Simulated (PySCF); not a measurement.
Species: C₁₀H₈S.
Numbering: `[cH:1]1[cH:2][cH:3][c:4](-[c:5]2[cH:6][cH:7][cH:8][s:9]2)[cH:10][cH:11]1` (hydrogens: H12 on C1; H13 on C2; H14 on C3; H15 on C6; H16 on C7; H17 on C8; H18 on C10; H19 on C11)

All values: PBE0/pcSseg-1 (PySCF, non-relativistic), on one gas-phase PBE0-D3(BJ)/def2-SVP geometry that isn't relaxed in the solvent. The solvent is an IEF-PCM continuum (cavity from Bondi-type radii × 1.2). Specific hydrogen bonds and non-electrostatic terms are outside this model.

Gas phase at PBE0/pcSseg-1: HOMO -6.23 eV, LUMO -1.33 eV, dipole 0.51 D.

Problem. What does the continuum do to the energy, the frontier levels and the dipole at PBE0/pcSseg-1 in cyclohexane, chloroform and dimethylsulfoxide?

Solution. 
```tsv
solvent	ε	E(solvent) − E(gas) (kcal/mol)	polarisation term (kcal/mol)	distortion of the solute (kcal/mol)	HOMO (eV)	LUMO (eV)	dipole (D)
cyclohexane	2.017	-1.88	-1.96	0.08	-6.23	-1.33	0.60
chloroform	4.711	-3.60	-3.93	0.33	-6.26	-1.36	0.69
dimethylsulfoxide	46.83	-5.30	-6.02	0.72	-6.31	-1.40	0.77
```

Polarisation term: ½ Σ q·V over the induced surface charges. Distortion: the rise of the solute's own energy as its density leaves the gas-phase optimum. From cyclohexane to dimethylsulfoxide the lowering changes by a factor 2.82, Onsager's factor (ε − 1)/(2ε + 1) by 2.40 and ε itself by 23.2.

Problem. Which Hirshfeld charges (PBE0/pcSseg-1) respond most in chloroform (means over atoms taken as equivalent)?

Solution. 
```tsv
atoms	environment	gas (e)	solvent (e)	change
C4	substituted aromatic carbon	-0.009	-0.016	-0.007
H17	aromatic hydrogen	+0.057	+0.065	+0.008
C5	substituted aromatic carbon	-0.031	-0.038	-0.007
S9	thiophene-type sulfur	+0.111	+0.104	-0.007
H15	aromatic hydrogen	+0.054	+0.060	+0.006
H16	aromatic hydrogen	+0.057	+0.062	+0.005
```

Conformer computed: `[cH:1]1[cH:2][cH:3][c:4](-[c:5]2[cH:6][cH:7][cH:8][s:9]2)[cH:10][cH:11]1`: C3–C4–C5–C6 177°.
